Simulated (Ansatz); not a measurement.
Reaction (substitution at a C–C bond): `CCI` + HCl → `ClCI` + CH₄

Gas-phase electronic energies from Ansatz, PBE0-D4/def2-TZVP geometries. CBS: MP2 limit from def2 TZ/QZ plus the TZ coupled-cluster correction, frozen cores. This one scheme is used for every species. Functionals use def2-TZVPP. Elements past krypton have def2 core potentials. For I outer-core shells are correlated without core-valence functions, which leaves a few kJ/mol of doubt a bond.

`CCI`:

Z-matrix (Å, degrees):
```
C
C 1 1.507
H 1 1.091 2 111.5
H 1 1.095 2 109.4 3 119.5
H 1 1.091 2 111.5 3 -121.0
I 2 2.149 1 112.1 3 60.5
H 2 1.088 1 112.7 3 178.4
H 2 1.088 1 112.7 3 -57.4
```

HCl:

Cartesian coordinates in Å:
```
Cl 0.595 0.029 0.233
H -0.595 -0.029 -0.233
```

`ClCI`:

```xyz
5

Cl    0.701   -1.564    0.222
C     0.072    0.072    0.167
I    -1.104    0.489   -1.566
H     0.903    0.770    0.152
H    -0.572    0.234    1.024
```

CH₄:

Z-matrix (Å, degrees):
```
C
H 1 1.090
H 1 1.090 2 109.5
H 1 1.090 2 109.5 3 -120.0
H 1 1.090 2 109.5 3 120.0
```

| species | r2SCAN0 energy (Eh) |
| --- | --- |
| `CCI` | -376.99556 |
| HCl | -460.78275 |
| `ClCI` | -797.26654 |
| CH₄ | -40.49834 |

**Question.** Work out ΔE.

**Answer.** ΔE = (-797.26654) + (-40.49834) − (-376.99556) − (-460.78275) = 0.01343 Eh = +35.3 kJ/mol. CCSD(T)/CBS gives +36.4 kJ/mol.

**Question.** What do rigid-rotor, harmonic-oscillator terms from PBE0-D4/def2-TZVP frequencies (298.15 K, 1 bar) make of the CCSD(T)/CBS value? (An estimate is asked.)

**Answer.** Ansatz gave: ΔZPE = +1.8 kJ/mol, ΔH = +38.4 kJ/mol, ΔS = 1 J/(mol·K), ΔG = +38.2 kJ/mol.

Largest T1 diagnostic among the species: 0.008.

From r2SCAN to r2SCAN0 (25 % exact exchange), in def2-TZVPP and without D4, ΔE moves by +4.1 kJ/mol. Leaving LDA and LC-ωPBE aside and taking each functional with its dispersion term where it has one, the values, not all of them listed here, spread over 13.3 kJ/mol, from BLYP-D4 to PBE-QIDH. LDA lies +7.4 kJ/mol from PBE without D4. At CCSD(T), def2-SVP lies +12.6 kJ/mol from the extrapolated value and def2-TZVPP +2.9 kJ/mol.
